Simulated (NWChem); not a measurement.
# Lowest excitation of H2OSi

```xyz
4

Si     0.3955     0.5087     0.0000
H      1.6041    -0.4718     0.0000
O     -0.8203    -0.6352     0.0000
H     -0.5785    -1.5679     0.0000
```
Charge 0, spin multiplicity 1.

All runs are NWChem calculations. The geometry was optimised at PBE0/def2-SVP, a minimum by its harmonic frequencies. It is one conformer; others weren't searched.

Basis set: aug-cc-pVDZ.

The correlated methods keep 6 core orbitals frozen. The structure started from a generated list of species. Coupled-cluster values serve here as a point of comparison, not as the truth.

Q: Order these methods by the lowest vertical singlet excitation energy they give, lowest first: EOM-CCSD, TDA-LDA (SVWN5), CIS.

A: TDA-LDA (SVWN5) (3.15 eV), EOM-CCSD (3.42 eV), CIS (3.55 eV)
